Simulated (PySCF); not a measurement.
Method: B3LYP-D3(BJ)/def2-TZVP // TPSS-D3(BJ)/def2-SVP run with PySCF. All species are isolated molecules in the gas phase. One relaxed conformer stands for a flexible species; it need not be the lowest. B3LYP has the VWN-RPA correlation part, as in Gaussian. 

Reference species: [Mo(F)6] (neutral, multiplicity 1).

- HOMO–LUMO gap = 6.31 eV
- coordination number = 6

Changed species: [Mo(F)2(OH)4] (4 of 6 F replaced by OH; the reference has 0 of 6 F replaced by OH).

Predict the effect on the HOMO–LUMO gap and coordination number.

the HOMO–LUMO gap falls by 1.18 eV, to 5.13 eV; the coordination number stays essentially unchanged.
